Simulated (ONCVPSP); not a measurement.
Varying the ONCV potential for cobalt

Base potential:

- Element: Co
- Generator: ONCVPSP 4.0.1
- Type: optimised norm-conserving Vanderbilt (ONCV)
- Functional: PW91
- Relativity: non-relativistic
- Frozen core: [Ne] 3s2
- Valence charge: 15
- Reference configuration: 3p6 3d7 4s1.5 (charge +0.5)
- Partial waves: 4s: rc 1.85 bohr, ncon 3, nbas 6, qcut 3.7 1/bohr, 2 projectors, debl 2.8 Ha; 3p: rc 1.20 bohr, ncon 3, nbas 6, qcut 10.6 1/bohr, 2 projectors, debl 1.9 Ha; 3d: rc 1.25 bohr, ncon 4, nbas 9, qcut 12.8 1/bohr, 2 projectors, debl 3.2 Ha
- Local potential: polynomial inside 0.80 bohr (lpopt 5, dvloc0 3 Ha)
- Core correction: polynomial model core, fcfact 0.4

In the p channel the program set the typed energies aside and used -2.548, 0.250 Ha.

All-electron outer shells of the reference configuration (PW91, non-relativistic, ld1.x):

```csv
shell,level (eV),outermost node (bohr),outermost maximum (bohr)
3s,-104.08,0.32,0.67
3p,-69.35,0.29,0.68
3d,-12.75,–,0.66
4s,-8.90,0.97,2.29
```

Cutoffs, loose and tight: the cutoffs (Ha) at which the residual kinetic energy of the hardest occupied pseudo-wave falls to 1 and 0.1 mHa per electron. They do not see the model core or the augmentation charge, which bear on the density cutoff. Test errors are all-electron minus pseudo excitation energies from the reference, over the configurations 3p6 3d7 4s2; 3p6 3d7 4s1; 3p6 3d7 4s0; 3p5 3d7 4s2. A dash means not determined; rows that change the core or the reference have their own tests.

1 further variants are left out, since the program set their typed debl aside.

A true bound ghost makes a file unfit for plane-wave use even where its test errors are small: the radial tests pick states by their node count and pass the ghost by.

```csv
change,outcome,"cutoff, loose","cutoff, tight",bound ghosts,GHOST(+) flags above zero,largest test error (meV)
base,"generated, projector energies reset by the program",63 Ha,71 Ha,s,none,-170
"core correction polynomial model core, fcfact 0.62","generated, projector energies reset by the program",63 Ha,71 Ha,s,none,-170
p: nproj 3,"generated, projector energies reset by the program",63 Ha,71 Ha,s,none,-170
"local potential polynomial inside 1.00 bohr (lpopt 5, dvloc0 0 Ha)","generated, projector energies reset by the program",63 Ha,71 Ha,s,none,-170
"functional PBEsol; d: rc 1.2, qcut 13.3","generated, projector energies reset by the program",68 Ha,76 Ha,s,none,-153
"core correction Teter function, fcfact 3.25, rcfact 1.4","generated, projector energies reset by the program",63 Ha,71 Ha,s,none,-159
```

What comes out with this change to the base: d: qcut 14.6?

outcome: generated, projector energies reset by the program; cutoff, loose: 72 Ha; cutoff, tight: 82 Ha; bound ghosts: s; GHOST(+) flags above zero: none; largest test error (meV): -150.

What comes out with this change to the base: core [Ne], valence charge 17; reference 3s2 3p6 3d7 4s1.5; waves now 3s+4s: rc 1.25 bohr, ncon 3, nbas 6, qcut 8.3 1/bohr, 2 projectors; 3p: rc 0.75 bohr, ncon 4, nbas 8, qcut 12.6 1/bohr, 2 projectors, debl 2.1 Ha; 3d: rc 1.15 bohr, ncon 4, nbas 9, qcut 14.1 1/bohr, 3 projectors, debl 2.4 Ha; local potential polynomial inside 0.50 bohr (lpopt 5, dvloc0 3 Ha)?

outcome: generated, projector energies reset by the program; cutoff, loose: 74 Ha; cutoff, tight: 136 Ha; bound ghosts: none; GHOST(+) flags above zero: s; largest test error (meV): +1.3.
